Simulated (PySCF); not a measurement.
## NMR data sheet: C₃H₉FOSi₃

```
Formula                               : C3H9FOSi3
SMILES                                : COC1=C([SiH3])[Si@@H](F)[SiH2]1
Point group of the computed structure : C1
Degrees of unsaturation               : 2
Carbon signals                        : 3
Proton signals                        : 5
```

Bonds (- single, = double, # triple, : aromatic): C1-O2, O2-C3, C3=C4, C4-Si5, C4-Si6, Si6-F7, Si6-Si8, Si8-C3. C1 carries H9, H10, H11; Si5 carries H12, H13, H14; Si6 carries H15; Si8 carries H16, H17. Stereochemistry as in COC1=C([SiH3])[Si@@H](F)[SiH2]1. H16 is cis to F7 on the ring; H17 is trans to F7 on the ring.

Computed data (PySCF): geometry: GFN2-xTB, NMR shieldings at PBE0/pcSseg-1/GIAO. No solvent, one conformer, fast rotation and ring inversion assumed for equivalent nuclei, relativity neglected.

Shifts are taken against calculated references (same method and geometry level): 1H, 13C, 29Si against TMS; CFCl3 for 19F; 17O vs H2O.

```tsv
carbon	δC, type	δH (multiplicity)	HMBC from (2–3 bonds)	span of the C tensor (ppm)
C1	61.1, CH3	4.03 (s)	–	90
C3	201.2, C	–	H15, H16, H17, H12/H13/H14, H9/H10/H11	209
C4	146.9, C	–	H15, H16, H17, H12/H13/H14	192
```

Other nuclei:
| atoms | nucleus | environment | δ (ppm) | σ (ppm) |
| --- | --- | --- | --- | --- |
| H15 | 1H | hydrogen on a silicon bonded to C, F, Si, in a 4-membered ring | 5.94 | 25.77 |
| H16 | 1H | hydrogen on a silicon bonded to C, Si, in a 4-membered ring | 5.20 | 26.51 |
| H17 | 1H | hydrogen on a silicon bonded to C, Si, in a 4-membered ring | 5.15 | 26.57 |
| H12/H13/H14 | 1H | hydrogen on a silicon bonded to C | 4.16 | 27.56 |
| F7 | 19F | fluorine bonded to Si | -200.3 | 371.2 |
| Si6 | 29Si | silicon bonded to C, F, Si, H, in a 4-membered ring | 2.1 | 347.0 |
| Si8 | 29Si | silicon bonded to C, Si, 2 H, in a 4-membered ring | -52.7 | 401.8 |
| Si5 | 29Si | silicon bonded to C, 3 H | -94.2 | 443.3 |
| O2 | 17O | ether oxygen | 173.8 | 162.3 |

1. Carbon types of the structure: 2 × C, 1 × CH3, leaving 6 H on heteroatoms.
2. δC 201.2: alkene carbon bearing oxygen; an sp2 carbon further deshielded by the attached heteroatom.
3. δC 146.9: β carbon of an enol-ether or enamine type C=C.
4. δC 61.1: methyl carbon bonded to O; the inductive effect lowers its shielding.
5. δH 5.94: hydrogen on a silicon bonded to C, F, Si, in a 4-membered ring.
6. δH 4.03: hydrogen on a methyl carbon bonded to O; its carbon carries O, an electronegative neighbour.

Splittings by 19F in the carbon and heteronuclear signals aren't shown, as no couplings were computed. Shifts are as computed. Against solution values, carbons near 30 ppm lie about +3 ppm off and those near 130 ppm about +5 ppm. Of 1211 compounds with measured shifts, 218 miss one by over three times the rms of a fit or turn the order of signals round; such compounds aren't used in these exercises. Unscaled 19F shifts against computed CFCl3 carry errors that often reach 10 to 50 ppm. Experimental scales use liquid or dissolved standards, which lie at an offset from isolated H2O (liquid H2O: subtract about 36 ppm). Multiplicities follow the n + 1 count of equivalent neighbours, as no J values were calculated; m marks all less simple cases, F and P coupling included.
